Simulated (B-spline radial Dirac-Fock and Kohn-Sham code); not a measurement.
**Dipole and non-dipole photoemission parameters of Zr 3d5/2**

System: the free zirconium atom in the configuration 1s2 2s2 2p6 3s2 3p6 3d10 4s2 4p6 4d2 5s2; threshold 178.8 eV (tabulated edge). Method: Dirac-Hartree-Slater photoionisation with a Latter tail; cross sections with all multipoles, angular parameters from the dipole term and its interference with E2. Computed with a radial B-spline solver.

| hν (eV) | σ (kb) | β | γ | δ |
| --- | --- | --- | --- | --- |
| 252 | 2730 | 0.299 | -0.023 | 0.007 |
| 319 | 2350 | 0.635 | -0.027 | 0.014 |
| 400 | ? | ? | ? | ? |
| 414 | 1560 | 0.911 | -0.009 | 0.022 |
| 529 | 935 | 1.075 | 0.031 | 0.029 |
| 558 | 826 | 1.101 | 0.043 | 0.030 |
| 600 | 695 | 1.131 | 0.060 | 0.033 |
| 680 | 509 | 1.172 | 0.095 | 0.036 |
| 1340 | 76.7 | 1.196 | 0.374 | 0.064 |
| 1486.9 | 55.7 | 1.177 | 0.427 | 0.070 |
| 2000 | 21.5 | 1.103 | 0.586 | 0.092 |
| 2640 | 8.43 | 1.013 | 0.739 | 0.119 |
| 2984.4 | 5.50 | 0.969 | 0.807 | 0.134 |
| 5310 | 0.666 | 0.752 | 1.105 | 0.234 |
| 6000 | 0.417 | 0.707 | 1.161 | 0.262 |
| 6610 | 0.286 | 0.672 | 1.203 | 0.286 |
| 6900 | 0.242 | 0.657 | 1.221 | 0.298 |
| 8730 | 0.0952 | 0.576 | 1.314 | 0.367 |
| 10000 | 0.0550 | 0.532 | 1.362 | 0.412 |
| 10200 | 0.0507 | 0.526 | 1.368 | 0.419 |
| 10600 | 0.0434 | 0.513 | 1.380 | 0.433 |
| 11100 | 0.0359 | 0.499 | 1.395 | 0.450 |

**Question.** Give the values at 400 eV.

**Answer.** σ = 1660 kb, β = 0.881, γ = -0.012, δ = 0.021.
